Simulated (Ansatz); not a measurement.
C6H6N (SMILES Nc1[c]cccc1), doublet, geometry from GFN2-xTB; SC-NEVPT2/STO-3G, CASSCF(5,7) (Ansatz, a quantum-chemistry and plane-wave program).

Ansatz was given this input:
Ansatz 0.2 input:
```yaml
crystal:
  periodic: [false, false, false]
  atoms:
    - {symbol: N, position_ang: [2.29775081, -0.10661937, -0.43562381]}
    - {symbol: C, position_ang: [0.94692182, -0.07273315, -0.15205063]}
    - {symbol: C, position_ang: [0.15164033, -1.19692505, -0.16230097]}
    - {symbol: C, position_ang: [-1.18926156, -1.21131203, 0.04229601]}
    - {symbol: C, position_ang: [-1.83206200, 0.00664732, 0.28023026]}
    - {symbol: C, position_ang: [-1.08107496, 1.16706643, 0.30086618]}
    - {symbol: C, position_ang: [0.28463007, 1.13946538, 0.09244510]}
    - {symbol: H, position_ang: [2.74982939, -0.99742145, -0.30693159]}
    - {symbol: H, position_ang: [2.83642523, 0.68555379, -0.12379061]}
    - {symbol: H, position_ang: [-1.75564815, -2.13070674, 0.02431831]}
    - {symbol: H, position_ang: [-2.89891630, 0.02920598, 0.44441138]}
    - {symbol: H, position_ang: [-1.56647394, 2.11480904, 0.48703893]}
    - {symbol: H, position_ang: [0.86576613, 2.05164172, 0.11540454]}
basis:
  gaussian:
    orbitals: STO-3G
correlation: {method: sc_nevpt2, electrons: all, active_space: {window: {electrons: 5, orbitals: 7}}}
magnetization: {spin_polarized: false, initial_magnetization: 1}
```

Predict the main parts of the log of this Ansatz run.


```
Functional definition: HF
581 factors; integrals over basis functions are off by at most 4.4e-5 eV
mean field evaluation 1: about -7658.9401 eV, gradient 1.9e1 eV
mean field evaluation 2: about -7659.2508 eV, gradient 1.9e1 eV
mean field evaluation 4: about -7661.2989 eV, gradient 2.1e0 eV
mean field evaluation 8: about -7661.3212 eV, gradient 3.5e-2 eV
mean field -7661.32120936 eV, -281.5483614138 hartree, gradient 2.2e-6 eV, S^2 0.750000; 0 other end points of the search recorded, 0 dependent functions left out
reference -7661.32120936 eV, -281.5483614138 hartree; 25, 24 occupied and 16, 17 virtual orbitals, 581 factors
state -7663.02297611 eV, -281.6109001886 hartree
state -7663.02297611 eV, -281.6109001886 hartree; corrected -7671.75478448 eV, -281.9317882275 hartree
Total energy: -7671.75478448 eV, -281.9317882275 hartree
```
